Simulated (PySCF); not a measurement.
Job file and geometry (Å, from PBE0-D3(BJ)/def2-SVP) of an NMR shielding run on SMILES c1ccc(C2CC2)cc1, C$_{9}$H$_{10}$, GIAO PBE0/pcSseg-1 NMR shielding, non-relativistic, gas phase in PySCF 2.14.0, density-fitted response routines; density fitting, a coarse starting grid and PySCF grid level 2 are the driver's defaults:

```
{"job": {"kind": "nmr", "xc": "PBE0", "basis": "pcSseg-1"}, "charge": 0, "multiplicity": 1}
C      2.761015    -0.030840    -0.194757
C      2.165484     1.086141    -0.776483
C      0.780518     1.237549    -0.746468
C     -0.039127     0.279564    -0.136928
C     -1.512316     0.474325    -0.123979
C     -2.350779     0.038252     1.050575
C     -2.459034    -0.692586    -0.245054
C      0.574137    -0.839721     0.444306
C      1.957315    -0.993522     0.416036
H      3.846421    -0.152454    -0.216607
H      2.782920     1.848261    -1.258527
H      0.321262     2.117548    -1.205228
H     -1.832502     1.396716    -0.617453
H     -3.174949     0.687140     1.358350
H     -1.830119    -0.447024     1.881126
H     -2.013914    -1.688869    -0.320473
H     -3.359622    -0.558944    -0.850124
H     -0.035615    -1.607506     0.928706
H      2.412223    -1.874541     0.875701
```

**Question.** Write the output of this run.

**Answer.** 
```
coarse grid: 15976 points
cycle   1  E = -348.3855258600  dE =  1.464e+00  |g| = 3.835e-01  |ddm| = 4.150e+00
cycle   2  E = -348.3877533965  dE = -2.228e-03  |g| = 3.963e-01  |ddm| = 9.891e-01
cycle   3  E = -348.4293881727  dE = -4.163e-02  |g| = 2.424e-02  |ddm| = 4.290e-01
cycle   4  E = -348.4294684578  dE = -8.029e-05  |g| = 1.370e-02  |ddm| = 4.280e-02
cycle   5  E = -348.4295048376  dE = -3.638e-05  |g| = 6.773e-03  |ddm| = 2.226e-02
cycle   6  E = -348.4295166849  dE = -1.185e-05  |g| = 1.350e-03  |ddm| = 7.330e-03
cycle   7  E = -348.4295171772  dE = -4.923e-07  |g| = 2.340e-04  |ddm| = 1.496e-03
final grid: 154592 points
cycle   8  E = -348.4841648578  dE = -5.178e-05  |g| = 8.252e-03  |ddm| = 5.589e-02
cycle   9  E = -348.4841627994  dE =  2.058e-06  |g| = 8.876e-03  |ddm| = 1.828e-02
cycle  10  E = -348.4841834411  dE = -2.064e-05  |g| = 6.571e-04  |ddm| = 9.448e-03
cycle  11  E = -348.4841835139  dE = -7.279e-08  |g| = 4.017e-04  |ddm| = 1.180e-03
cycle  12  E = -348.4841835575  dE = -4.363e-08  |g| = 7.281e-05  |ddm| = 4.289e-04
cycle  13  E = -348.4841835586  dE = -1.059e-09  |g| = 3.588e-05  |ddm| = 1.029e-04
cycle  14  E = -348.4841835589  dE = -3.279e-10  |g| = 4.001e-06  |ddm| = 3.803e-05
converged SCF energy = -348.4841835589

GIAO shielding tensors (ppm)
atom      isotropic    diamagn.    paramagn.     s11        s22        s33       span
  0 C       53.742     254.057    -200.315    -54.594     41.161    174.659    229.253
  1 C       50.906     253.832    -202.926    -59.745     38.889    173.575    233.321
  2 C       50.295     251.038    -200.743    -58.003     50.387    158.501    216.504
  3 C       33.796     255.737    -221.941    -58.632    -10.379    170.399    229.031
  4 C      166.895     244.312     -77.417    135.888    144.193    220.605     84.717
  5 C      170.117     254.185     -84.068    135.072    170.962    204.317     69.245
  6 C      170.112     254.075     -83.963    135.070    170.975    204.291     69.220
  7 C       59.424     253.695    -194.270    -47.947     45.985    180.236    228.183
  8 C       50.234     252.756    -202.523    -62.384     38.259    174.826    237.211
  9 H       24.027      28.942      -4.914     20.712     24.992     26.377      5.666
 10 H       23.919      29.381      -5.462     20.528     24.531     26.700      6.172
 11 H       23.855      32.616      -8.761     20.284     22.595     28.686      8.402
 12 H       29.746      32.309      -2.563     21.665     28.815     38.757     17.092
 13 H       30.223      29.861       0.363     24.198     26.218     40.254     16.056
 14 H       30.637      31.508      -0.871     24.592     29.339     37.980     13.388
 15 H       30.637      31.508      -0.871     24.594     29.339     37.978     13.384
 16 H       30.223      29.861       0.361     24.200     26.215     40.253     16.053
 17 H       24.651      33.574      -8.923     19.940     22.317     31.696     11.756
 18 H       23.908      29.983      -6.075     20.330     24.217     27.178      6.848
```

**Question.** Turn these shieldings into chemical shifts. References, each an isolated molecule treated in the same way: TMS for ¹³C (σref 184.41) and ¹H (σref 31.27).

**Answer.** Averaging equivalent atoms: C 3: 150.6; C 1/8: 133.8; C 0: 130.7; C 2/7: 129.5; C 4: 17.5; C 5/6: 14.3; H 10/18: 7.35; H 9: 7.24; H 11/17: 7.01; H 12: 1.52; H 13/16: 1.04; H 14/15: 0.63 ppm. 

Size and cost of the density-fitted run: 203 basis functions, 34 s wall time on 1 thread of an Arm Neoverse V2, shared host.
